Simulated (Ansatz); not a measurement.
Input for Ansatz (a first-principles code): R-PBE0/def2-TZVPP on ethylenediamine (SMILES NCCN), a point of a torsion scan.

Ansatz 0.2 input:
```yaml
crystal:
  periodic: [false, false, false]
  atoms:
    - {symbol: N, position_ang: [1.79944271, 0.34300089, -0.27038502]}
    - {symbol: C, position_ang: [0.57674898, 0.17437843, 0.49897580]}
    - {symbol: C, position_ang: [0.51041962, -1.24226687, 1.06736017]}
    - {symbol: N, position_ang: [-0.71566552, -1.41212982, 1.83104024]}
    - {symbol: H, position_ang: [2.60767566, 0.18805508, 0.32385105]}
    - {symbol: H, position_ang: [1.85883572, 1.28862333, -0.63194250]}
    - {symbol: H, position_ang: [-0.26577946, 0.33062663, -0.18188100]}
    - {symbol: H, position_ang: [0.47249374, 0.88680363, 1.33309094]}
    - {symbol: H, position_ang: [1.34998699, -1.39538831, 1.75259621]}
    - {symbol: H, position_ang: [0.62032296, -1.95559461, 0.23473652]}
    - {symbol: H, position_ang: [-0.76005270, -2.34837341, 2.21850778]}
    - {symbol: H, position_ang: [-1.52111595, -1.29217763, 1.22499418]}
basis:
  gaussian:
    orbitals: def2-TZVPP
hamiltonian:
  xc: {name: PBE0}
scf: {lower_state_search: off}
```

Q: What total energy does the run end on?

A: -190.3707 hartree.

Q: How many basis functions does it have, and what does it roughly cost on one machine?

A: 236 functions; very roughly 6 core-seconds.
